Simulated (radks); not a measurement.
Sr III, 36 electrons, occupied as [Kr]. Method: Dirac Kohn-Sham, BLYP, spin-unpolarised, spherical densities, point nucleus; computed with a radial shooting solver on a logarithmic mesh with Libxc functionals.

Spin-orbit splittings of the eigenvalues, e(l+1/2) - e(l-1/2), with zeta = 2 splitting/(2l+1) and mean radii in bohr:

| shell | occ. | splitting (eV) | zeta (eV) | <r> j=l-1/2 | <r> j=l+1/2 |
|---|---|---|---|---|---|
| 2p | 6 | 68.46 | 45.64 | 0.1475 | 0.1516 |
| 3p | 6 | 10.50 | 6.999 | 0.4915 | 0.5019 |
| 3d | 10 | 1.832 | 0.7329 | 0.4962 | 0.4999 |
| 4p | 6 | 1.192 | 0.7948 | 1.529 | 1.562 |
